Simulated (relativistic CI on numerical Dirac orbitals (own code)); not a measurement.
# Line list: Electric-dipole lines, Re¹¹⁺

Method of calculation: Dirac-Coulomb-Breit CI, orbitals from a KLI potential per configuration, model QED (radiative potential, 1s self-energy scaled to tabulated hydrogen-like ionisation energies), unscaled Slater integrals (own radial code, finite nucleus).

Configurations in the expansion (outside the closed core [Kr] 4d10): 4f¹⁴5s²5p², 4f¹³5s²5p³, 4f¹⁴5s5p³, 4f¹⁴5s²5p5d, 4f¹⁴5s5p²5d, 4f¹⁴5s²5p5f, 4f¹³5s²5p²5d, 4f¹⁴5s²5p5g, 4f¹⁴5s²5p6s, 4f¹⁴5s5p²5f, 4f¹³5s²5p²6s, 4f¹⁴5s²5p6p, 4f¹⁴5p³5d, 4f¹⁴5s5p²5g, 4f¹⁴5s5p5d², 4f¹³5s²5p²6p, 4f¹⁴5s²5d6p, 4f¹³5s²5p²5f, 4f¹⁴5s²5d5f, 4f¹⁴5s²5p6d, 4f¹⁴5p⁴, 4f¹³5p⁵, 4f¹³5p⁴5d, 4f¹⁴5s²5d², 4f¹⁴5s5d³, 4f¹³5s²5d³, 4f¹⁴5p²5d², 4f¹³5p³5d², 4f¹⁴5p5d³, 4f¹⁴5p5d²5f, 4f¹³5p²5d³, 4f¹⁴5s²5f², 4f¹⁴5s5d5f², 4f¹³5s²5d5f², 4f¹⁴5s²5d6s, 4f¹⁴5s5d²6s, 4f¹³5s²5d²6s. Double excitations out of closed p, d and f shells are left out; levels of such configurations are missing from the list, as are those of other unlisted configurations, and high levels can miss mixing partners. Some configurations lack a partner that the ground configuration has and come out too high, among them 4f¹³5s²5p²6s, 4f¹³5s²5p²6p, 4f¹³5s²5p²5f, 4f¹⁴5s5p²5f, 4f¹⁴5s5p²5g.

```tsv
λ vac (Å)	Lower	Upper	A (s⁻¹)	log gf	S velocity/length
141.00	4f¹³5s²5p³ ³G5 [4]	4f¹³5s²5p²6s ³F°4 [320]	6.91e+10	0.27	0.87
164.46	4f¹⁴5s²5p² ³P0 [1]	4f¹³5s²5p²5d ³P°1 [78]	2.24e+11	0.44	0.82
167.23	4f¹³5s²5p³ ³F3 [11]	4f¹³5s²5p²5d ³H°4 [236]	8.83e+10	0.52	0.74
167.66	4f¹³5s²5p³ ³F4 [7]	4f¹³5s²5p²5d ¹H°5 [220]	7.07e+10	0.52	0.74
167.96	4f¹³5s²5p³ ³G4 [9]	4f¹³5s²5p²5d ³H°5 [228]	1.03e+11	0.68	0.73
167.98	4f¹³5s²5p³ ³G5 [4]	4f¹³5s²5p²5d ³H°6 [203]	9.02e+10	0.70	0.73
175.13	4f¹³5s²5p³ ³F3 [5]	4f¹³5s²5p²5d ³F°3 [184]	6.08e+10	0.29	0.84
175.23	4f¹³5s²5p³ ³G5 [4]	4f¹³5s²5p²5d ⁵G°5 [172]	8.50e+10	0.63	0.83
175.71	4f¹³5s²5p³ ³G5 [21]	4f¹³5s²5p²5d ³H°6 [300]	1.88e+11	1.05	0.73
176.13	4f¹³5s²5p³ ³G4 [9]	4f¹³5s²5p²5d ³G°4 [202]	9.20e+10	0.59	0.84
176.73	4f¹³5s²5p³ ³H5 [28]	4f¹³5s²5p²5d ³I°6 [321]	3.17e+11	1.29	0.74
176.90	4f¹³5s²5p³ ³G5 [4]	4f¹³5s²5p²5d ³H°6 [164]	5.12e+10	0.49	0.80
177.06	4f¹³5s²5p³ ³F3 [11]	4f¹³5s²5p²5d ³F°3 [209]	9.99e+10	0.52	0.85
177.06	4f¹³5s²5p³ ³F4 [7]	4f¹³5s²5p²5d ³F°3 [184]	7.39e+10	0.39	0.84
177.17	4f¹³5s²5p³ ³H6 [23]	4f¹³5s²5p²5d ³I°7 [293]	3.22e+11	1.36	0.74
177.53	4f¹³5s²5p³ ⁵F5 [13]	4f¹³5s²5p²5d ³H°6 [261]	8.63e+10	0.72	0.77
177.54	4f¹³5s²5p³ ³F4 [20]	4f¹³5s²5p²5d ³G°5 [290]	1.02e+11	0.72	0.76
177.77	4f¹³5s²5p³ ³F4 [7]	4f¹³5s²5p²5d ³F°4 [180]	1.08e+11	0.66	0.85
177.82	4f¹³5s²5p³ ³G5 [4]	4f¹³5s²5p²5d ³G°5 [159]	3.95e+10	0.31	0.83
178.39	4f¹³5s²5p³ ³D2 [6]	4f¹³5s²5p²5d ³F°3 [169]	7.52e+10	0.40	0.84
178.52	4f¹³5s²5p³ ³G4 [9]	4f¹³5s²5p²5d ³H°5 [193]	1.04e+11	0.74	0.81
178.98	4f¹³5s²5p³ ³G5 [4]	4f¹³5s²5p²5d ³F°4 [154]	7.76e+10	0.53	0.83
179.11	4f¹³5s²5p³ ³F3 [5]	4f¹³5s²5p²5d ³G°4 [165]	1.23e+11	0.72	0.83
179.25	4f¹³5s²5p³ ⁵F5 [13]	4f¹³5s²5p²5d ³G°5 [254]	9.16e+10	0.69	0.85
179.45	4f¹³5s²5p³ ³F4 [7]	4f¹³5s²5p²5d ⁵G°5 [172]	5.61e+10	0.47	0.83
180.25	4f¹³5s²5p³ ³G5 [4]	4f¹³5s²5p²5d ³H°6 [146]	7.32e+10	0.67	0.78
180.68	4f¹³5s²5p³ ³G5 [4]	4f¹³5s²5p²5d ³F°4 [144]	4.08e+10	0.25	0.85
181.48	4f¹³5s²5p³ ³F2 [15]	4f¹³5s²5p²5d ³G°3 [255]	9.93e+10	0.54	0.84
182.16	4f¹³5s²5p³ ³F4 [7]	4f¹³5s²5p²5d ³G°5 [159]	5.95e+10	0.51	0.84
184.41	4f¹³5s²5p³ ³G5 [4]	4f¹³5s²5p²5d ⁵G°6 [126]	3.23e+10	0.33	0.84
187.29	4f¹⁴5s²5p² ¹D2 [3]	4f¹⁴5s²5p5d ³D°3 [88]	5.08e+10	0.27	1.00
198.69	4f¹³5s²5p³ ³F4 [14]	4f¹³5s²5p²5d ¹H°5 [220]	5.60e+10	0.56	0.74
200.61	4f¹³5s²5p³ ³G5 [41]	4f¹³5s²5p²5d ³G°5 [354]	1.42e+11	0.97	0.77
202.25	4f¹³5s²5p³ ¹G4 [46]	4f¹³5s²5p²5d ¹G°4 [366]	1.52e+11	0.92	0.79
202.44	4f¹³5s²5p³ ³G5 [41]	4f¹³5s²5p²5d ³H°6 [351]	2.45e+11	1.29	0.74
202.55	4f¹³5s²5p³ ⁵F5 [13]	4f¹³5s²5p²5d ³H°6 [203]	9.66e+10	0.89	0.75
202.85	4f¹³5s²5p³ ¹G4 [46]	4f¹³5s²5p²5d ¹H°5 [365]	2.38e+11	1.21	0.74
203.21	4f¹³5s²5p³ ³F4 [26]	4f¹³5s²5p²5d ³H°5 [228]	9.77e+10	0.82	0.75
205.24	4f¹³5s²5p³ ³F4 [39]	4f¹³5s²5p²5d ³G°5 [340]	1.07e+11	0.87	0.77
210.12	4f¹⁴5s²5p² ³P2 [12]	4f¹⁴5s²5p5d ¹F°3 [152]	6.82e+10	0.50	0.94
217.19	4f¹⁴5s²5p² ³P1 [2]	4f¹⁴5s²5p5d ³P°2 [61]	6.73e+10	0.38	0.95
219.89	4f¹³5s²5p³ ³H6 [23]	4f¹³5s²5p²5d ³I°7 [185]	5.76e+10	0.80	0.70
227.80	4f¹³5s²5p³ ³G5 [4]	4f¹³5s²5p²5d ⁵H°6 [65]	3.48e+10	0.55	0.76
228.16	4f¹³5s²5p³ ³G4 [9]	4f¹³5s²5p²5d ³H°5 [74]	3.41e+10	0.47	0.76
228.62	4f¹³5s²5p³ ³F4 [7]	4f¹³5s²5p²5d ³G°5 [69]	2.61e+10	0.35	0.78
```

Terms are leading LS components. Brackets give the number of a level in order of energy, since labels repeat. The list gives strong lines, with weight on those to low levels, among the lowest 400 of 8715 levels, so that lines to higher ones, which can be the strongest, are missing. Levels whose partners in the same complex of configurations lie outside the list can be far off, and so can their lines. Rates are taken at the computed energies, electric ones in the length gauge. A velocity-to-length ratio far from 1 marks an uncertain rate.

At this charge transitions that keep the count of f electrons are usually good to a few per cent. Levels and lines within the n = 5 or 6 shells can be off by up to 10 % or somewhat more, and those that change n by about 2 %, since core polarisation is missing. Levels that differ in their count of f electrons can be misplaced by several ten thousand cm⁻¹, since the correlation energy of f electrons is missing or only estimated; rates across such gaps can be off by orders of magnitude.

LS names give the leading component of a level, which can be under half, so a name can repeat, a term be missing and a line seem to break the LS rules.
